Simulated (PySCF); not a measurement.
Species: C4H11N2Si (doublet state).
Cartesian coordinates in Å at the GFN2-xTB level; atoms count from 1:
```
atom  x, y, z in Å
C1     2.204    1.335    1.155
C2     1.930    0.027    0.870
C3     0.773   -0.489    0.288
C4     0.617   -1.950    0.033
N5    -0.267    0.319   -0.089
Si6   -1.835   -0.082   -0.690
N7    -2.497    1.484   -0.975
H8     1.519    2.138    0.945
H9     3.136    1.613    1.612
H10    2.689   -0.702    1.123
H11    0.599   -2.155   -1.039
H12   -0.325   -2.310    0.449
H13    1.436   -2.507    0.478
H14   -0.108    1.287    0.153
H15   -1.687   -0.957   -1.863
H16   -2.722   -0.699    0.302
H17   -3.478    1.537   -1.189
H18   -1.992    2.117   -1.575
```

The hyperfine couplings belong to this conformer and change with its torsions.

As a line formula: `C(=C)[C](N[SiH2]N)C` [radical].

The calculation used UKS B3LYP, pcH-1 on C H N Si, non-relativistic, mean-field spin-orbit, GIAO in PySCF. One conformer (not necessarily the lowest) at the GFN2-xTB geometry, without solvent, vibrations or thermal averaging. A GFN2-xTB geometry isn't a minimum of the functional, and hyperfine couplings can be far from their values at a DFT geometry. No stability test was run, so a lower SCF solution isn't excluded.

Problem. Give the principal g shifts and their parts.

Solution. 
```csv
Δg (ppm),1,2,3
relativistic mass correction,-152,-152,-152
gauge correction,-2,28,37
orbital Zeeman/spin–orbit,-15,651,934
total,-168,527,820
```

So g = 2.00215, 2.00285, 2.00314 and g_iso = 2.00271; the tensor is rhombic: the two nearest values differ by 30 % of g3 − g1. Axes: g2 points within 12° of the C1–H8 bond and g3 points within 9° of the C2–C3 bond.

Problem. What are the electron Larmor frequencies g μB B/h along the three axes at 3350 mT?

Solution. 93.8757, 93.9083, 93.9220 GHz for g1, g2 and g3, a range of 46.3 MHz.

Problem. What effective moment and Curie constant follow for a powder?

Solution. With the mean of g² = 4.0109 and S(S+1) = 0.75: μ_eff = √(⟨g²⟩S(S+1)) = 1.734 μB and χT = 0.12505·⟨g²⟩·S(S+1) = 0.376 cm³ K/mol (cgs; spin-Hamiltonian part alone).

Problem. In a frozen sample, at which fields do the three g values resonate at 9.5, 34, 94 and 263 GHz (hyperfine left aside), and which band first spreads them over more than twice a line width of 0.3 mT?

Solution. 
```
band    GHz  B(g3) mT  B(g2) mT  B(g1) mT  spread mT
   X    9.5    338.84    338.89    339.01       0.17
   Q   34.0   1212.71   1212.89   1213.31       0.60
   W   94.0   3352.78   3353.27   3354.44       1.65
   J  263.0   9380.65   9382.02   9385.28       4.63
```

The spread grows in proportion to the frequency. W band is the first where it exceeds 0.6 mT.

The largest Mulliken spin populations are on C1 (+0.62), C3 (+0.50), C2 (-0.19) and N5 (+0.09). The angles at C1 add up to 360.0°, so it is planar.

The HOMO–LUMO gaps are 4.43 eV among the α and 5.31 eV among the β orbitals.

The SMILES draws the unpaired electron on C3; the largest computed Mulliken spin population is on C1 (0.62 against 0.50).
